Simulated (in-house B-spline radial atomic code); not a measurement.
**Ionising the osmium ion Os²⁺ with different functionals**

Computed with a B-spline radial code for spherical atoms: four-component Dirac-Coulomb Hamiltonian, Fermi nucleus of rms radius 5.4126 fm, spin-restricted, spherical fractional occupations for the functionals. The ionisation energy is the difference of two self-consistent energies, [Xe] 4f14 5d6 → [Xe] 4f14 5d5, without Breit or QED terms; ε is the level of the shell that loses the electron (mean over j). The electron is taken from both j subshells in proportion to 2j + 1, so the result is a j average, not the step between ground levels.

Hybrids are left out here: with spherical fractional occupations of an open shell their exact exchange keeps a self-interaction that integer-occupation calculations don't have.

```tsv
method	rung	ΔSCF (eV)	-ε(5d) (eV)
LDA VWN5	LDA	?	?
relativistic LDA	LDA	29.17	23.24
LDA PW92	LDA	29.15	23.23
LDA exchange-only	LDA	27.68	21.81
PBE	GGA	28.84	22.92
PBEsol	GGA	28.87	22.95
BLYP	GGA	28.76	22.85
RPBE	GGA	28.75	22.83
PW91	GGA	?	?
BP86	GGA	28.97	23.06
AM05	GGA	28.86	22.94
OLYP	GGA	28.80	22.85
```

Q: What does PW91 give?

A: ΔSCF 28.92 eV, and -ε(5d) = 23.00 eV.

Q: What does LDA VWN5 give?

A: ΔSCF 29.16 eV, and -ε(5d) = 23.23 eV.

Q: How do they compare with the NIST value?

A: NIST lists 25 eV ± 1.6 (tabulated theory, ground level to ground level). Errors run from +2.68 to +4.17 eV. The correlated functionals all miss on the same side by more than they spread, so the cause is common to them (Breit-QED terms, spin polarisation, the choice among j levels, multiplet and fine-structure energies, or a listed next ion that isn't the cheapest removal here) and closeness doesn't rank the functionals.
